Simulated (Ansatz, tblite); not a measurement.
Forces on the cluster MnF₂ at its PBE0-D4/def2-TZVP geometry. Total charge 0; doublet.

The xTB rows come from tblite. At PBE-D4/def2-TZVP the charge 0 doublet is spin-contaminated (final ⟨S²⟩ up to 2.54, 0.75 for a pure state). The order of the spin states hangs on the level: the sextet lies 2.65 eV below the doublet at PBE0-D4/def2-TZVP, but 1.63 eV above it at GFN1-xTB. The structure comes from a short search, and lower isomers may exist.

GFN1-xTB (tblite), largest force 2.49 eV/Å:

```xyz
3
positions Å, forces eV/Å
Mn    0.000    0.000    0.000   -0.001    0.000    0.000
F     0.053    0.815   -1.553   -0.074   -1.159    2.207
F    -0.053   -0.815    1.553    0.075    1.159   -2.207
```

GFN2-xTB (tblite), largest force 2.66 eV/Å:

```
Mn -0.001 0.000 0.000
F -0.079 -1.235 2.352
F 0.080 1.235 -2.352
```

PBE-D4/def2-TZVP (Ansatz), largest force 0.09 eV/Å:

```
Mn 0.000 0.000 0.000
F -0.003 -0.044 0.083
F 0.003 0.044 -0.083
```
